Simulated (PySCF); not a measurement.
# Radial density of N⁺ (nitrogen, charge +1)

LDA, [He] 2s2 2p2, high-spin 3P determinant. Calculation: PySCF 2.14, in cc-pVDZ (3s2p1d, 14 functions); the non-relativistic Hamiltonian (point nucleus).

```
r (bohr)  4πr²ρ (e/bohr)  4πr²(ρα − ρβ)
 0.00476         0.05487         0.0000
 0.00801          0.1490         0.0001
  0.0135          0.3892         0.0003
  0.0227          0.9706         0.0008
  0.0381           2.213         0.0022
  0.0641           4.375         0.0059
   0.108           6.784         0.0199
   0.181           7.093         0.0870
   0.305           4.094         0.3412
   0.513           2.119         0.9298
   0.863           3.106         1.5156
    1.45           2.183         1.0194
    2.44          0.3678         0.1758
    4.11         0.01084         0.0077
```
